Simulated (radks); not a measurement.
Charge is removed step by step from the 1s1/2 level of the rubidium ion Rb+, starting from [Kr]. All-electron calculation, Dirac Kohn-Sham, PBEsol, spin-unpolarised, spherical densities, finite nucleus; Fermi nuclear charge, rms radius 4.2036 fm. Program: a radial shooting solver on a logarithmic mesh with Libxc functionals.

removed (e),E - E(0) (eV),eigenvalue (eV),E minus straight line (eV)
0,0.000,-15022.7,0.000
0.1,1504.6,-15069.8,-21.060
0.2,3014.0,-15116.8,-37.419
0.3,4528.0,-15163.7,-49.081
0.4,6046.7,-15210.6,-56.054
0.5,7570.1,-15257.3,-58.345
0.6,9098.2,-15304.0,-55.965
0.7,10630.9,-15350.5,-48.925
0.8,12168.2,-15396.9,-37.239
0.9,13710.3,-15443.1,-20.924
1,15256.9,-15489.1,0.000

Removing the whole electron costs 15256.9 eV by Delta-SCF, against 15022.7 eV from minus the eigenvalue at the starting occupation. Slater's transition state (half an electron removed) gives 15257.3 eV. Integrating minus the eigenvalue over the occupation (Janak's theorem) gives 15256.9 eV. The mean slope of the eigenvalue, de/dn, is 466 eV per electron.
